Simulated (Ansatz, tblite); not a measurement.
Cost and result up the ladder for VS(OH)3 (VSO₃H₃) (8 atoms). The state is a singlet with charge 0. Geometry: r2SCAN-D4/def2-SVP.

```xyz
8

V    -0.021   -0.009   -0.007
S     1.768    0.733    0.561
O    -0.616   -1.131    1.200
H    -0.121   -1.330    2.007
O     0.136   -0.851   -1.536
H     0.981   -0.922   -2.001
O    -1.180    1.293   -0.192
H    -0.946    2.218   -0.031
```

Ansatz on 4 threads of Arm Neoverse V1 on a shared host; xTB runs through tblite on one thread. Times are rough, summed over both states, and most runs start from the orbitals of an earlier one. No level here is sound enough to serve as a yardstick. The other state is a triplet.

The xTB rows come from tblite.

xTB has no spin-polarisation term.

| level | functions | wall time |
| --- | --- | --- |
| GFN2-xTB | 33 | 0.01 s |
| GFN1-xTB | 36 | 0.012 s |
| PBE-D4/def2-TZVP | 193 | 11 s |
| PBE0-D4/def2-TZVP (with forces) | 193 | 23 s |
| r2SCAN-D4/def2-TZVP | 193 | 27 s |

Estimate what each level gives for the vertical triplet (eV).


| level | vertical triplet (eV) | remarks |
| --- | --- | --- |
| GFN2-xTB | 2.50 | – |
| GFN1-xTB | 2.63 | – |
| PBE-D4/def2-TZVP | 2.92 | – |
| PBE0-D4/def2-TZVP (with forces) | 2.18 | restricted SCF unstable in HF (singlet) |
| r2SCAN-D4/def2-TZVP | 2.66 | restricted SCF unstable in HF (singlet) |
